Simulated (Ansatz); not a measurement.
Basis-set series for Br$_{2}$ClHSi (`Cl[SiH](Br)Br`). Charge 0, multiplicity 1. The structure was optimised at the PBE0-D4/def2-TZVP level.

```
functional       basis  functions  energy (Eh)  HOMO (eV)  LUMO (eV)
   PBE0-D4    def2-SVP        105  -5897.02701      -8.64      -0.54
   PBE0-D4  def2-QZVPP        348  -5898.04670      -8.74      -0.88
   ωB97M-V    def2-SVP        105  -5897.56658     -10.79       1.55
   ωB97M-V  def2-QZVPP        348  -5898.57597     -10.92       1.00
```

Q: Give the rows for def2-TZVPP. (An estimate is asked.)

A: The calculation gave: 
```csv
functional,basis,functions,energy (Eh),HOMO (eV),LUMO (eV)
PBE0-D4,def2-TZVPP,194,-5897.91816,-8.72,-0.80
ωB97M-V,def2-TZVPP,194,-5898.45264,-10.90,1.16
```

Positive LUMOs are unbound and depend on the basis. Scalar relativity is left out up to krypton.

All numbers were calculated with Ansatz.
